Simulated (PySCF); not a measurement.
Compound: C6H10F2SSi.
Atom-mapped SMILES: `[F:1][CH2:2][C@:3]1([SiH2:4][F:5])[CH2:6][CH2:7][C:8](=[S:9])[CH2:10]1`

NICS is the negative of the GIAO shielding at a point without a nucleus: at the ring centre (0) and 1 Å above and below it (1); zz is the component along the ring normal. Level: GIAO PBE0/pcSseg-1 (PySCF, non-relativistic, gas phase) on the GFN2-xTB geometry, one conformer.

Ring bond lengths (Å), with Mayer bond orders in brackets: C3–C6 1.542 (0.98), C6–C7 1.532 (1.02), C7–C8 1.495 (0.96), C8–C10 1.494 (0.96), C10–C3 1.535 (0.97).

Question: What do the NICS probes read (ppm)?

Answer: 
```tsv
ring	type	NICS(0)	NICS(1), two faces	NICS(1)zz, two faces	rms pucker (Å)	centre to ring atoms, mean (Å)
C3–C6–C7–C8–C10	5-membered carbocycle; formal bonds all single	1.5	-1.9 / -3.1	-1.4 / -5.4	0.16	1.28
```

Question: What can be read from them?

Answer: 
- C3–C6–C7–C8–C10: mean NICS(1)zz -3.4 ppm, shielded. C3, C6, C7, C10 have four or more neighbours, so the value isn't read as a sign of a π ring current. The two faces differ by 4.0 ppm, so no symmetry operation interchanges them.

Question: At the second NICS(1) probe listed for ring C3–C6–C7–C8–C10, 1 Å off the ring, what do the in-plane components average?

Answer: The isotropic value is a third of the trace: (3 × -3.1 − (-5.4))/2 = -2.0 ppm.

Question: List the ring angles and the Hirshfeld charges of the ring atoms.

Answer: 
- C3–C6–C7–C8–C10: C3 102.3° (-0.080 e), C6 105.3° (-0.073 e), C7 105.3° (-0.073 e), C8 109.3° (+0.057 e), C10 105.1° (-0.075 e); sum 527.3° against 540° for a flat convex ring.

Question: What are the shieldings of the ring atoms and their hydrogens in the same run (means over atoms taken as equivalent)?

Answer: 
```json
{"atoms": "C3", "environment": "sp3 carbon bound to silicon", "σ isotropic (ppm)": "144.0", "principal values of the symmetric part, first atom (ppm)": "130.3, 141.5, 160.2"}
{"atoms": "C6", "environment": "ring CH2 carbon", "σ isotropic (ppm)": "155.9", "principal values of the symmetric part, first atom (ppm)": "126.9, 164.0, 176.7"}
{"atoms": "C7", "environment": "ring CH2 carbon", "σ isotropic (ppm)": "136.2", "principal values of the symmetric part, first atom (ppm)": "116.8, 117.4, 174.4"}
{"atoms": "C8", "environment": "thiocarbonyl carbon", "σ isotropic (ppm)": "-97.7", "principal values of the symmetric part, first atom (ppm)": "-254.3, -150.4, 111.6"}
{"atoms": "C10", "environment": "ring CH2 carbon", "σ isotropic (ppm)": "128.7", "principal values of the symmetric part, first atom (ppm)": "105.3, 117.2, 163.7"}
{"atoms": "H on C6", "environment": "methylene hydrogen", "σ isotropic (ppm)": "29.18", "principal values of the symmetric part, first atom (ppm)": "23.3, 29.6, 34.6"}
{"atoms": "H on C6", "environment": "methylene hydrogen", "σ isotropic (ppm)": "29.18", "principal values of the symmetric part, first atom (ppm)": "24.7, 28.0, 34.8"}
{"atoms": "H on C7", "environment": "methylene hydrogen", "σ isotropic (ppm)": "28.44", "principal values of the symmetric part, first atom (ppm)": "24.1, 28.1, 33.2"}
{"atoms": "H on C7", "environment": "methylene hydrogen", "σ isotropic (ppm)": "28.41", "principal values of the symmetric part, first atom (ppm)": "23.7, 28.2, 33.4"}
{"atoms": "H on C10", "environment": "methylene hydrogen", "σ isotropic (ppm)": "28.39", "principal values of the symmetric part, first atom (ppm)": "23.6, 28.9, 32.6"}
{"atoms": "H on C10", "environment": "methylene hydrogen", "σ isotropic (ppm)": "29.09", "principal values of the symmetric part, first atom (ppm)": "24.9, 29.1, 33.2"}
```
